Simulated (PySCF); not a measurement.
# Telling isomers of C4H2F4 apart by NMR

Method: coordinates at the GFN2-xTB level, shieldings: GIAO PBE0/pcSseg-1, spin–spin couplings from B3LYP/pcJ-1 (spin–dipole term left out of most H,H and C,H couplings), in PySCF 2.14.0 with density-fitted response routines (no relativistic terms, no solvent, rapidly exchanging positions averaged, single conformer).

δ = σ(ref) − σ, references computed at the same level: TMS for ¹H (σref 31.72), ¹³C (σref 186.93). Multiplet labels drop J under 1 Hz and among equivalent protons, and merge close values. Unscaled 3J(H,H) run several per cent high. Splittings of carbon signals by F and P are missing where no couplings were computed. Where no couplings were computed, multiplicities follow the n + 1 count of equivalent neighbours, and m marks all less simple cases (inequivalent or close neighbours, rings, F or P nearby). One-bond C–F couplings are unscaled and too large by tens of Hz. Shifts are as computed. Against solution values, carbons near 30 ppm lie about +3 ppm off and those near 130 ppm about +5 ppm. Of 1313 compounds with measured shifts, 239 miss one by over three times the rms of a fit or turn the order of signals round; such compounds aren't used in these exercises.

(1) Tabulate the signals of `FCC#CC(F)(F)F`, `FC1=C[C@H]1C(F)(F)F` and their relative energies.

(2) What is the quickest way to tell FCC#CC(F)(F)F from FC1=C[C@H]1C(F)(F)F?

Answers

(1) 
```json
{"SMILES": "FCC#CC(F)(F)F", "carbon types": "3×C 1×CH2", "δC": "123.4, 89.8, 84.7, 72.1", "δH": "5.46 (dq, 2H)", "E rel. (kcal/mol)": "0.0"}
{"SMILES": "FC1=C[C@H]1C(F)(F)F", "carbon types": "2×C 2×CH", "δC": "151.1, 133.7, 73.9, 34.1", "δH": "4.99 (m, 1H), 2.70 (m, 1H)", "E rel. (kcal/mol)": "7.8"}
```

Energies are electronic energies at PBE0/pcSseg-1 on these geometries, without zero-point or thermal terms, each for the one conformer computed, which needn't be the lowest.

(2) Both give the same number of carbon signals, but DEPT or the intensities differ. The first has a propargylic sp3 CH2 bonded to F at 72.1 ppm, the second an alkene CH at 73.9 ppm. Their most deshielded carbons lie at 123.4 and 151.1 ppm. In the proton spectra the most deshielded non-exchanging signals are 5.46 (dq, J = 52.9, 3.8 Hz, 2H) and 4.99 (m, 1H).
